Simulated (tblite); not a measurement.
C3H9B3O3, charge -1, doublet, geometry from GFN2-xTB (a state made from the parent by changing its charge; the spin is typed, not shown lowest); tblite 0.6.0 with GFN1-xTB.

tblite was given this input:
```
$ tblite run mol.xyz --method gfn1 --charge -1 --spin 1 --json tblite.json --no-restart

# file mol.xyz
18

C     -1.88263187    -2.25884204    -0.38435433
B     -0.90379848    -0.99872182    -0.09120778
O      0.47599836    -1.28150983    -0.06345170
B      1.33020729    -0.18054923     0.14340972
C      2.92066292    -0.49970419     0.12009244
O      0.88834620     1.03540238     0.38276883
B     -0.55303012     1.36862306     0.49315428
C     -0.95757719     2.71596764    -0.35332957
O     -1.39561160     0.19893558     0.14290532
H     -1.64898138    -2.72119801    -1.34237772
H     -2.92745075    -1.95594686    -0.40064314
H     -1.76618271    -3.02849623     0.37815295
H      3.21769911    -0.93884606    -0.83127412
H      3.18616817    -1.21476873     0.89825374
H      3.50985185     0.40162291     0.27540875
H     -2.00870109     2.97697420    -0.21890442
H     -0.36453224     3.57912747    -0.04623218
H     -0.79735130     2.58761777    -1.43139583
```

Question: Predict the main parts of the log of this tblite run.

Answer: 
```
xTB calculator
 | screened Coulomb repulsion
 | Coulomb electrostatics
 |  * isotropic Klopman-Ohno-Mataga-Nishimoto electrostatics
 |  * onsite third-order electrostatics
 | DFT-D3(BJ) dispersion correction

halogen bonding energy    0.0000000000000E+00 Eh
repulsion energy          2.8085437594726E-01 Eh
dispersion energy        -6.3033948939126E-03 Eh
number of electrons       4.9000000000000E+01 e
integral cutoff           2.1261634374110E+01 bohr

------------------------------------------------------------
  cycle        total energy    energy error   density error
------------------------------------------------------------
      1     -29.68989581699  -2.9964447E+01   6.9045723E-01
      2     -29.96547059603  -2.7557478E-01   3.8540016E-01
      3     -29.96583377108  -3.6317505E-04   1.2139625E-01
      4     -29.96486034827   9.7342281E-04   6.8498824E-02
      5     -29.98044286593  -1.5582518E-02   2.6349754E-03
      6     -29.98046590213  -2.3036197E-05   5.5479825E-04
      7     -29.98046457686   1.3252697E-06   7.2431733E-04
      8     -29.98046640870  -1.8318432E-06   4.0831988E-05
      9     -29.98046640858   1.1663559E-10   2.9921025E-05
     10     -29.98046640863  -4.3744564E-11   2.3776700E-05
     11     -29.98046640989  -1.2598917E-09   1.1574247E-05
------------------------------------------------------------

electronic energy        -3.0255017390940E+01 Eh
total energy             -2.9980466409887E+01 Eh

Post processing:
 | Mayer-Wiberg bond orders

[Info] JSON dump of results written to 'tblite.json'
```
